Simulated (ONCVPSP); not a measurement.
What one change does to a pseudopotential (mercury, ONCV)

```
Element                 : Hg
Generator               : ONCVPSP 4.0.1
Type                    : optimised norm-conserving Vanderbilt (ONCV)
Functional              : PBEsol
Relativity              : scalar-relativistic
Frozen core             : [Kr] 4d10 4f14
Valence charge          : 20
Reference configuration : 5s2 5p6 5d10 6s2
Partial waves           : 5s+6s: rc 1.50 bohr, ncon 4, nbas 7, qcut 10.6 1/bohr, 2 projectors; 5p: rc 1.50 bohr, ncon 4, nbas 7, qcut 7.2 1/bohr, 2 projectors, debl 2.3 Ha; 5d: rc 2.20 bohr, ncon 4, nbas 9, qcut 7.2 1/bohr, 2 projectors, debl 3.2 Ha
Local potential         : polynomial inside 1.00 bohr (lpopt 3, dvloc0 0 Ha)
Core correction         : Teter function, fcfact 5.25, rcfact 1
```

In the p channel the program set the typed energies aside and used -2.445, 0.250 Ha.

Change: p: rc 1.44.

Cutoffs: the cutoffs (Ha) at which the residual kinetic energy of the hardest occupied pseudo-wave falls to 1 and 0.1 mHa per electron; they do not see the model core or the augmentation charge, which bear on the density cutoff. Errors are all-electron minus pseudo energies relative to the spin-unpolarised reference configuration.

Question: How do hardness, ghosts and transferability respond?

Answer: The potential gets harder (36 Ha and 42 Ha → 36 Ha and 60 Ha); the errors of the 4 common tests hardly move; neither file shows a bound ghost. A smaller radius makes the pseudo-wave follow the all-electron one further in, where it bends more sharply, so more plane waves are needed.

```csv
quantity,base,changed
"cutoff, loose",36 Ha,36 Ha
"cutoff, tight",42 Ha,60 Ha
loose cutoff by channel,"s 36 Ha, p 15 Ha, d 18 Ha","s 36 Ha, p 21 Ha, d 18 Ha"
bound ghosts,none,none
GHOST(+) flags under 300 eV,s at 262.0 eV,s at 262.0 eV
"error for 5s2 5p6 5d10 6s1, meV [ΔE 10.74 eV]",-3.3,-3.3
"error for 5s2 5p6 5d10 6s0, meV [ΔE 29.75 eV]",-9.4,-9.4
"error for 5s2 5p6 5d9 6s0, meV [ΔE 65.30 eV]",-20,-20
"error for 5s1 5p6 5d10 6s2, meV [ΔE 125.61 eV]",-302,-305
s: phases at 1.52 bohr within 0.05 rad from the reference energy up to (Ha; the scan ends near 5),to the end of the scan,to the end of the scan
d: phases at 2.23 bohr within 0.05 rad from the reference energy up to (Ha; the scan ends near 5),to the end of the scan,to the end of the scan
"rms error of d²Exc/dni dnj with the model core, mHa",3.30,3.29
```
